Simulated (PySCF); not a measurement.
Geometry (Å), atoms numbered from 1 in this order:
```xyz
14

C     3.299    0.606    0.426
C     2.128    0.391    0.271
C     0.747    0.138    0.092
C    -0.067    1.083   -0.532
C    -1.414    0.836   -0.705
C    -1.953   -0.359   -0.253
Cl   -3.640   -0.671   -0.474
C    -1.157   -1.309    0.371
C     0.190   -1.060    0.542
H     4.322    0.794    0.562
H     0.363    2.011   -0.879
H    -2.047    1.565   -1.187
H    -1.592   -2.233    0.719
H     0.819   -1.792    1.025
```

Geometry: GFN2-xTB; GIAO absolute shieldings from PySCF, gas phase, non-relativistic, averaged over equivalent atoms.

At BLYP/pcSseg-1 (185 basis functions, 42 s wall time on 1 thread of an Arm Neoverse V1, shared host):
```json
{"atoms": "C6", "σ (ppm)": "30.1"}
{"atoms": "C4/C9", "σ (ppm)": "39.4"}
{"atoms": "C5/C8", "σ (ppm)": "44.9"}
{"atoms": "C3", "σ (ppm)": "54.7"}
{"atoms": "C2", "σ (ppm)": "89.1"}
{"atoms": "C1", "σ (ppm)": "94.9"}
{"atoms": "Cl7", "σ (ppm)": "649.2"}
{"atoms": "H11/H14", "σ (ppm)": "24.29"}
{"atoms": "H12/H13", "σ (ppm)": "24.51"}
{"atoms": "H10", "σ (ppm)": "29.14"}
```

Task: Predict the values at PBE0/pcSseg-1 on the same geometry.

Result: 
```
  atoms  σ at PBE0/pcSseg-1  change
     C6                40.2   +10.1
  C4/C9                46.3    +6.9
  C5/C8                52.2    +7.3
     C3                62.0    +7.3
     C2                98.8    +9.7
     C1                98.3    +3.4
    Cl7               701.9   +52.7
H11/H14               23.90   -0.39
H12/H13               24.15   -0.36
    H10               28.86   -0.28
```

The largest change is at Cl7 (chlorine bonded to C). Cost: 185 basis functions, 28 s wall time on 1 thread of an Arm Neoverse V1, shared host. The order of the carbon signals changes between the two levels.

Carbons that carry Cl, above all several Cl atoms, come out too deshielded, partly because spin–orbit coupling is missing.
